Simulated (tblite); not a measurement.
Species: C6H6NOS (doublet state).
Structure used (GFN2-xTB), in Å, numbered top down from 1:
```
atom  x, y, z in Å
C1     2.6878    0.4139   -0.2961
N2     1.6950   -0.5483    0.1052
C3     0.3643   -0.3652   -0.0694
C4    -0.5791   -1.2681    0.1023
C5    -1.9830   -1.2855    0.0171
O6    -2.7550   -2.2146    0.1742
C7    -2.5108    0.0654   -0.3165
C8    -1.8010    1.1700   -0.5558
S9    -0.0867    1.3411   -0.5376
H10    2.5067    1.3653    0.2084
H11    2.6779    0.5914   -1.3776
H12    3.6691    0.0471   -0.0056
H13    1.9867   -1.5092    0.1891
H14   -3.5900    0.1006   -0.3665
H15   -2.2866    2.1043   -0.7986
```

Computed values, GFN2-xTB/tblite, gas phase, harmonic and unscaled. Against measured fundamentals such values can be off by several per cent, at times by over 20. One conformer, not necessarily the lowest. Open shells enter through the occupations alone, without spin polarisation, and single modes of such species can be off by tens of per cent.

Harmonic wavenumbers (cm⁻¹): 58.5, 81.2, 123.9, 185.6, 198.7, 313.6, 321.0, 347.9, 407.3, 435.1, 465.8, 491.2, 585.8, 605.0, 693.9, 749.8, 760.1, 867.1, 884.8, 995.4, 1083.4, 1101.3, 1158.4, 1172.7, 1259.9, 1267.3, 1382.1, 1420.3, 1465.6, 1481.1, 1580.3, 1677.3, 1695.8, 2927.6, 2989.0, 3045.6, 3060.5, 3073.9, 3455.4.

A = 2741, B = 1066, C = 772.3 MHz; mass 140.017 u (most abundant isotopes); point group C1, symmetry number 1; spin multiplicity 2.

Task: What is the zero-point energy?

Result: ½Σν̃ = 22935 cm⁻¹ = 274.36 kJ/mol.

Task: Entropy at 350 K, 1 bar (ideal gas, RRHO, classical rotation)?

Result: Translation 173.82, rotation 124.78, vibration 125.92, spin (R ln 2) 5.76: S = 430.3 J/(mol K).

Task: And Cp and H(350 K) − H(0)?

Result: Cp = 165.73 J/(mol K), of which vibrations give 132.47 (their classical limit is 39 R = 324.3); H(350 K) − H(0) = 35.34 kJ/mol without the zero-point energy, 23.70 from vibrations.

Task: What must be added to the electronic energy to get the Gibbs energy at 350 K and 1 bar?

Result: ZPE + [H(350 K) − H(0)] − T·S = 274.36 + 35.34 − 150.60 = 159.10 kJ/mol.

Task: How do the functions run with temperature in this model?

Result: 
| T (K) | S (J/(mol K)) | Cp (J/(mol K)) | H − H(0) (kJ/mol) | G − H(0) (kJ/mol) | ln q(vib) |
| --- | --- | --- | --- | --- | --- |
| 100 | 290.6 | 71.8 | 5.05 | -24.01 | 1.29 |
| 200 | 353.2 | 112.9 | 14.32 | -56.33 | 3.51 |
| 300 | 406.0 | 149.3 | 27.46 | -94.35 | 5.83 |
| 500 | 496.7 | 207.2 | 63.46 | -184.89 | 10.44 |
| 800 | 606.8 | 260.1 | 134.34 | -351.08 | 16.87 |
| 1000 | 667.3 | 282.2 | 188.70 | -478.63 | 20.76 |

q(vib) and H(0) count from the zero-point level.

Hindered rotation and anharmonicity are outside this model. Other conformers, if any are populated, would add a mixing term that is left out. The structure is chiral; the term R ln 2 for an equal mix with its mirror image is left out.
